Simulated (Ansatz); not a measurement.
Basis-set extrapolation for B$_{3}$F$_{2}$H$_{3}$, SMILES `BB(F)BF` (PBE0-D4/def2-TZVP geometry, frozen core, Ansatz 0.2.0). Multiplicity 1, RHF reference.

|  | def2-TZVPP | def2-QZVPP |
| --- | --- | --- |
| HF | -274.839848 | -274.852192 |
| MP2 correlation | -0.774977 | -0.842213 |
| CCSD(T) correlation | -0.835040 | not run |

Energies in hartree. Use E(X) = E(∞) + A·exp(−7.88·√X) for Hartree–Fock and E(X) = E(∞) + B·X^(−2.97) for correlation, with X = 3 and 4, and add CCSD(T) minus MP2 of the smaller set to the MP2 limit.

Problem. What is the CCSD(T) energy at the basis-set limit?

Solution. HF limit: -274.852192 + (-0.012344) × 0.13774 = -274.85389. MP2 limit: -0.842213 + (-0.067236) × 0.74074 = -0.89202. Higher-order term: -0.835040 − (-0.774977) = -0.06006. Total: -275.80597 hartree, 3.57 eV below CCSD(T)/def2-TZVPP.
